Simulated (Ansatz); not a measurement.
The cluster ReO3, relaxed as a doublet with UKS r2SCAN-D4/def2-TZVP in Ansatz, starting from the GFN1-xTB geometry. Force threshold 0.02 eV/Å.

In the def2 sets Re takes a core potential; there is no spin–orbit coupling. The structure holds one bond between oxygen atoms, so isomers without such links may lie far lower. The charge 0 doublet is spin-contaminated (final ⟨S²⟩ up to 1.48, 0.75 for a pure state). At r2SCAN-D4/def2-TZVP a quartet of charge 0 lies 0.40 eV below the doublet, each at its own geometry. The structure comes from a short search, and lower isomers may exist.

Start:

```xyz
4

Re    0.5801   -0.3676    1.2839
O    -0.6895   -0.8144    0.0776
O    -0.3433    0.5143   -0.1578
O     0.4527    0.6678   -1.2037
```

```tsv
step	energy (eV)	largest force component (eV/Å)	SCF passes
1	-8262.9424	4.023	42
2	-8263.3038	2.492	52
3	-8263.7963	1.937	65
4	-8265.0474	4.593	128
5	-8265.9817	3.970	72
6	-8266.8210	3.388	128
7	-8267.6003	3.674	99
8	-8268.2343	3.203	58
9	-8269.1978	2.394	45
10	-8269.7294	3.493	51
11	-8269.9063	2.273	41
12	-8269.9911	0.608	42
13	-8269.9936	0.263	41
14	-8269.9994	0.143	46
15	-8270.0011	0.010	37
```

Force components are those of the run's own axes.

End:

```xyz
4

Re    0.2726   -0.3310    0.5435
O    -0.7486   -1.6648    0.6788
O    -0.2178    1.3555   -0.1794
O     0.6937    0.6403   -1.0428
```

Bonds lost: O2–O3 (atoms count from 1).

No frequencies were taken in this run, so the end may be a saddle point.

It took 58 s on 4 threads of Arm Neoverse V1 on a shared host.
